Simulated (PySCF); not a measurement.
Computed shifts of a molecule C₅H₅Cl, HF/pcSseg-1 in PySCF, GIAO, gas phase, atoms alike by connectivity averaged where their shifts nearly agree, in ppm (number of nuclei): ¹³C: 144.2 (1), 124.1 (1), 109.2 (1), 71.1 (1), 5.9 (1). ¹H: 6.52 (1), 6.01 (1), 2.44 (3). References: ¹³C against TMS (σ = 192.6 ppm); ³⁵Cl against HCl (σ = 958.2 ppm); ¹H against TMS (σ = 31.99 ppm), references at their B3LYP-D3(BJ)/def2-TZVP geometries, non-relativistic (without spin–orbit terms, shifts of atoms bonded to Cl or Br come out too high). Geometry: PBE0-D3(BJ)/def2-SVP. Other conformers were not sampled.

Task: Identify the compound among the candidates.
(A) C#C/C(C)=C/Cl
(B) C=C=CC(=C)Cl
(C) CC#C/C=C\Cl
(D) C#CC/C=C/Cl

Result: C, CC#C/C=C\Cl
